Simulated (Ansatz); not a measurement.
A nudged elastic band was laid between two geometries of C3H5B (9 atoms, charge 0, multiplicity 1).

These are results of RKS PBE-D4/def2-SVP in Ansatz, not measurements.

```json
{
 "movable images": "9",
 "climbing image": "yes",
 "spring": "5.0 eV/Å²",
 "optimiser": "quadratic models (default)",
 "start path": "through a guess of the saddle point",
 "force threshold": "0.03 eV/Å",
 "iteration limit": "6",
 "end points": "relaxed"
}
```

Initial state:

```xyz
9
Properties=species:S:1:pos:R:3
B -0.678 1.813 -1.456
C -0.024 0.928 -0.639
C 0.612 0.061 0.162
C 0.014 -1.160 0.789
H -1.247 2.584 -2.166
H 1.684 0.233 0.408
H 0.592 -2.065 0.499
H -1.047 -1.295 0.505
H 0.093 -1.099 1.897
```

Final state:

```xyz
9
Properties=species:S:1:pos:R:3
B -0.668 1.969 -1.244
C -0.029 0.888 -0.692
C 0.593 -0.168 -0.150
C 0.017 -1.105 0.866
H -1.220 2.910 -1.724
H 1.638 -0.400 -0.457
H 0.643 -1.103 1.786
H 0.049 -2.150 0.486
H -1.024 -0.841 1.130
```

(1) What changes between the two ends?

(2) Give the energies along the band, and the barrier.

(3) What is the geometry of the highest image?

Answers

(1) No bond is made or broken. The dihedral C2–C3–C4–H8 goes from 1 to 123°. The two ends are copies of one structure, up to a mirror image or an exchange of like atoms.

(2) It converged. The highest image is number 5 of 0 to 10, 1.5 kcal/mol above the ends, which have the same energy within 2 meV. Another band between the same ends (9 images) ends at a top of the same energy, where a vibrational analysis finds 1 clearly imaginary mode.

```tsv
image	path coordinate (Å)	energy (kcal/mol)	dihedral C2–C3–C4–H8 (°)
0	0.00	0.0	1
1	0.31	0.1	12
2	0.62	0.5	23
3	0.93	0.9	34
4	1.24	1.3	46
5	1.55	1.5	59
6	1.87	1.3	72
7	2.18	0.9	85
8	2.50	0.4	98
9	2.81	0.1	110
10	3.13	0.0	123
```

(3) 
```xyz
9
Properties=species:S:1:pos:R:3
B -0.701 1.901 -1.300
C -0.009 0.907 -0.657
C 0.660 -0.068 -0.024
C 0.034 -1.143 0.825
H -1.294 2.769 -1.862
H 1.768 -0.110 -0.116
H 0.785 -1.835 1.252
H -0.694 -1.731 0.227
H -0.549 -0.690 1.654
```

Run time: 120 s on 1 CPU thread of a shared host.
